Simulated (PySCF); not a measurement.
A run for PySCF: U-B3LYP/LANL2DZ on CH4Sn (SMILES [CH3][SnH]), a point of a bond scan (R = 0.984 Å).

```python
from pyscf import gto, scf, dft, mp
from pyscf.data.elements import chemcore

mol = gto.M(
    atom='''
    Sn    0.00983745    0.25050043    0.24518718
    H    -0.34594591    1.41339688   -1.06484958
    C    -0.01334196   -1.45640015   -1.15807253
    H     0.66218651   -1.31041136   -1.85821906
    H    -0.98669425   -1.50317430   -1.65333226
    H     0.18357434   -2.40265271   -0.65672900
    ''',
    basis='lanl2dz',
    ecp={'Sn': 'lanl2dz'},
    charge=0, spin=0, verbose=3, max_memory=1800)
mf = dft.UKS(mol, xc='b3lyp')
mf.conv_tol = 1e-8
mf.max_cycle = 100
mf.init_guess_breaksym = True
mf.kernel()
if not mf.converged:
    mf = mf.newton().run(mf.mo_coeff, mf.mo_occ)
for _ in range(4):
    mo, _, stable, _ = mf.stability(return_status=True)
    if stable:
        break
    mf.kernel(mf.make_rdm1(mo, mf.mo_occ))
```

Predict the final total energy.

-43.8366 hartree.
